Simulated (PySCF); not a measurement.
**Stationary points of TaH5**

All numbers come from PBE0/[Ta def2-TZVP with ECP60, H def2-TZVP], scalar-relativistic core potentials, density fitting, no spin–orbit coupling, PySCF.

Relaxations began from a few typed shapes. The search is not exhaustive: other isomers or separated fragments can lie lower, and high-lying points may rest on an excited occupation.

Q: Which is the lowest minimum found?
A. singlet D3h: Ta–H 1.749 Å (×3), Ta–H 1.866 Å (×2); H–Ta–H 90.0° (×6), H–Ta–H 120.0° (×3), H–Ta–H 180.0°
B. singlet C4v: Ta–H 1.754 Å (×4), Ta–H 1.790 Å; H–Ta–H 77.3° (×4), H–Ta–H 118.0° (×4), H–Ta–H 124.0° (×2)

A: B. The others lie at 96.7 (singlet D3h, a saddle point) kJ/mol above it.

For the lowest minimum: stability towards spin polarisation was not tested. With an element this heavy the missing spin–orbit coupling can shift these numbers.
